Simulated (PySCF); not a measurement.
PySCF job for CH₅ClO₃Si, SMILES CO[Si](O)(O)Cl, PBE/pcSseg-1. Geometry: B3LYP-D3(BJ)/def2-SVP. Other conformers were not sampled.

```python
import numpy as np
from pyscf import gto, scf, dft
from pyscf.prop.nmr import rks as nmr

mol = gto.M(
    atom='''
    C     2.36429055   -0.42062727    0.13688990
    O     1.11796384   -0.92902666   -0.29682473
    Si   -0.35183562   -0.31246510    0.06888616
    O    -0.62234732   -0.46469992    1.68033409
    O    -1.52628737   -1.10393289   -0.76050323
    Cl   -0.36327120    1.70168709   -0.46017973
    H     2.48025827   -0.52815593    1.22903884
    H     3.16346682   -0.99118172   -0.35904104
    H     2.47633011    0.64591876   -0.12528235
    H    -1.45411726   -0.12656705    2.03164227
    H    -1.50500547   -1.04914374   -1.72309707
    ''',
    basis='pcSseg-1',
    charge=0,
    spin=0,
    max_memory=1600,
    verbose=3,
)
mf = dft.RKS(mol, xc='pbe')
mf.grids.level = 3
mf.conv_tol = 1e-10
mf.max_cycle = 100
mf.kernel()
n = nmr.NMR(mf)
n.verbose = 2
n.max_cycle_cphf = 60
sigma = n.kernel()
print('atom   isotropic/ppm   span/ppm')
for i, s in enumerate(sigma):
    w = np.linalg.eigvalsh((s + s.T) / 2)
    print(f'{mol.atom_symbol(i):2s}{i + 1:3d} {w.mean():14.3f} {w[2] - w[0]:11.3f}')
```

Program output:

```
converged SCF energy = -1015.98975715679
atom   isotropic/ppm   span/ppm
C   1        124.770      83.341
O   2        275.989     138.028
Si  3        391.302      42.120
O   4        264.137      80.675
O   5        255.415      80.432
Cl  6        886.293     284.868
H   7         27.351      11.068
H   8         27.497      10.946
H   9         27.355      10.363
H  10         29.134      19.832
H  11         29.084      19.471
```

The calculation finished and met its thresholds.

Cost: very roughly 25 core-seconds.
